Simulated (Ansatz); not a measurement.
Species: C₅H₈, SMILES `C=C/C=C/C` (C–C–C–C torsion 180°) (charge 0, multiplicity 1), formula C5H8.

**Question.** How many basis functions does frozen-core CCSD(T)/cc-pVTZ // B3LYP-D3(BJ)/def2-TZVP run with Ansatz (a first-principles code) use, how many core orbitals are frozen, and how many electrons are correlated?

**Answer.** 262 basis functions and 5 frozen orbitals, which leaves 28 correlated electrons. Core time is of the order of minutes.
